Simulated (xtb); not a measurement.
BHClBr, SMILES BrBCl. All values are semi-empirical tight-binding results from xtb (GFN2-xTB unless named), good for trends rather than for accurate numbers. Geometry optimised at GFN2-xTB.

Optimised geometry:

```xyz
4

B     -0.7450     0.5951     0.0000
H     -1.9161     0.6519     0.0000
Cl     0.1818     2.0158     0.0000
Br     0.0729    -1.0827     0.0000
```
Charge 0, spin multiplicity 1.

```json
{
 "point_group_as_xtb_finds_it": "Cs",
 "orbital_gap": "3.93 eV",
 "zero_point_energy": "8.5 kcal/mol",
 "G − E(el) at 298.15 K (modified RRHO)": "-8.9 kcal/mol",
 "static polarisability (D4 model)": "48.0 bohr³",
 "solvation energy, GFN2-xTB/ALPB(water)": "-0.7 kcal/mol",
 "solvation energy, GFN2-xTB/ALPB(dmso)": "-4.4 kcal/mol"
}
```

Task: Give the atomic charges and the Wiberg bond orders between heavy atoms. (Estimate from the structure and the level; the computed values follow.)

Result: charges (e) B1 0.39, H2 -0.07, Cl3 -0.18, Br4 -0.14. Bond orders B1–Cl3 1.21, B1–Br4 1.16.
